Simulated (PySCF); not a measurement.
The second ionisation energy along group 15

All values are computed (PySCF 2.14, energy differences of UHF-based or UKS calculations, no spin-orbit coupling). Values in eV. The last column holds reference values (NIST; (s) semi-empirical, (t) theoretical, else measured). Unmarked ones compare directly (S terms, centres of terms, or small fine structure); those marked * lie between the lowest fine-structure levels and include a spin-orbit shift.

```
                                                                                   element                                   configurations     UHF     LDA     PBE  MP2 (valence)  SCS-MP2 (valence)  CCSD (valence)         reference
    N (aug-cc-pVTZ with one added diffuse shell each of s, p, d, f type, non-relativistic)                      [He] 2s2 2p2 → [He] 2s2 2p1  29.193  30.041  29.888         29.613             29.477          29.457      29.601 (s) *
P (aug-cc-pV(T+d)Z with one added diffuse shell each of s, p, d, f type, non-relativistic)                      [Ne] 3s2 3p2 → [Ne] 3s2 3p1  19.163  19.818  19.783         19.616             19.526          19.654      19.769 (s) *
  As (aug-cc-pVTZ-PP with one added diffuse shell each of s, d, f type with ECP10MDF, ECP)            [Ar] 3d10 4s2 4p2 → [Ar] 3d10 4s2 4p1  17.979  18.579  18.430         18.357             18.282          18.388          18.589 *
     Sb (aug-cc-pVTZ-PP with one added diffuse shell each of d, f type with ECP28MDF, ECP)            [Kr] 4d10 5s2 5p2 → [Kr] 4d10 5s2 5p1  16.005  16.654  16.467         16.327             16.264          16.361  16.626 ± 0.025 *
     Bi (aug-cc-pVTZ-PP with one added diffuse shell each of d, f type with ECP60MDF, ECP)  [Xe] 4f14 5d10 6s2 6p2 → [Xe] 4f14 5d10 6s2 6p1  15.310  15.985  15.766         15.582             15.523          15.618          16.703 *
```

For Bi a determinant mixes LS terms or the coupling is close to jj, so these rows are model values.

"Valence" correlates the outer s and p shells and, in groups 3 to 12 and the f block, the outer d or f shell, open or full, or the next shell where the ion has no valence electron left; the wider scheme adds the next inner shell.
